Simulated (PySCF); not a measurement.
CH₅F₃Si₂, SMILES F[SiH2]C[SiH](F)F. Atoms are numbered in the order given.

```xyz
11

Si     1.7717    -0.6886    -0.1958
F      2.0746     0.5259     0.8728
C      0.2073    -0.2248    -1.1320
Si    -1.1007     0.5301    -0.0392
F     -2.5739     0.3031    -0.7042
F     -1.1080    -0.2756     1.3818
H      1.5818    -1.9622     0.5690
H      2.9516    -0.7883    -1.1176
H     -0.2142    -1.1385    -1.6059
H      0.4480     0.4903    -1.9475
H     -0.9394     1.9863     0.2300
```
Charge 0, spin multiplicity 1.

The structure is a stationary point at PBE-D3(BJ)/def2-SVP. This is a generated structure with no PubChem entry under its InChIKey; it may be hypothetical. The values are those of a single conformer.

Calculation: PBE/pcSseg-1 in PySCF.

GIAO shieldings, no solvent; atoms listed in one row are averaged. δ = σ(ref) − σ: ²⁹Si against TMS (σ = 335.4 ppm); ¹⁹F against CFCl3 (σ = 133.6 ppm); ¹³C against TMS (σ = 182.0 ppm); ¹H against TMS (σ = 31.49 ppm), references at their B3LYP-D3(BJ)/def2-TZVP geometries, non-relativistic.

Estimate the chemical shifts. (An estimate is asked for; the answer gives what the named calculation found.)


```
nucleus   atoms  count  δ (ppm)
-------  ------  -----  -------
²⁹Si        Si1      1     13.3
²⁹Si        Si4      1      3.3
¹⁹F          F5      1   -160.6
¹⁹F          F6      1   -169.4
¹⁹F          F2      1   -240.3
¹³C          C3      1      9.7
¹H       H7, H8      2     5.94
¹H          H11      1     5.84
¹H          H10      1     1.29
¹H           H9      1     0.81
```
